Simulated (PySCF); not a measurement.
## TDDFT excited states: C5H3FO2

Compound: C5H3FO2.
Structure used (GFN2-xTB), in Å, numbered top down from 1:
```xyz
11
C5H3FO2 angstrom
O      0.4093    2.4436    0.0699
C      0.1943    1.2511    0.0345
C     -1.1362    0.6409    0.0009
C     -1.3061   -0.6895   -0.0382
O     -0.3052   -1.5807   -0.0513
C      0.9474   -1.1062   -0.0218
C      1.2352    0.2083    0.0190
F      2.5217    0.5832    0.0475
H     -1.9856    1.3039    0.0095
H     -2.2724   -1.1733   -0.0624
H      1.7030   -1.8787   -0.0335
```

Theory: TDDFT PBE0/def2-SVPD, vertical, gas phase, core orbitals frozen in the response in PySCF.

Task: Predict the UV-vis stick spectrum at this level.

Result: 

```
state  E (eV)  ν̃ (cm⁻¹)       f  |μ| (D)  symmetry  main configurations (H = HOMO, L = LUMO)
   S1    4.09      32980  0.0000     0.01         –                                 H→L (98%)
   S2    5.32      42950  0.0001     0.05         –                              H→L+1 (100%)
   S3    5.53      44600   0.166     2.81        A′                H-1→L (86%), H-2→L+1 (10%)
   S4    5.73      46230   0.024     1.05        A′                             H-1→L+1 (96%)
   S5    6.30      50840   0.121     2.25        A′                               H-2→L (94%)
   S6    7.00      56480  0.0081     0.55        A″                             H-1→L+2 (95%)
```

Triplets (Tamm–Dancoff): T1 3.61 eV, H-1→L (90%); T2 3.63 eV, H→L (97%).

The lowest singlet lies at 4.09 eV (303 nm, ultraviolet) and is dark (f under 0.0005); its leading configuration is HOMO→LUMO (98%). The most intense listed level is S3 at 5.53 eV (224 nm, f = 0.166), 1.44 eV above S1. Löwdin shares by element: HOMO oxygen 67% or more, carbon 27% or more; LUMO carbon 49% or more, oxygen 21% or more (atoms not listed hold the other 30%). Of the 6 states listed, 3 reach f = 0.01 and 2 stay under 0.0005. The oscillator strengths of these states sum to 0.319; summed over the whole spectrum of an exact calculation they would give the number of electrons, 58 (Thomas–Reiche–Kuhn). Weighted by f, the mean energy of these states is 5.88 eV. Symmetry labels in Cs follow from the direction of the transition dipole and are given only for states with f of 0.002 or more. The window holds the lowest 6 singlets.
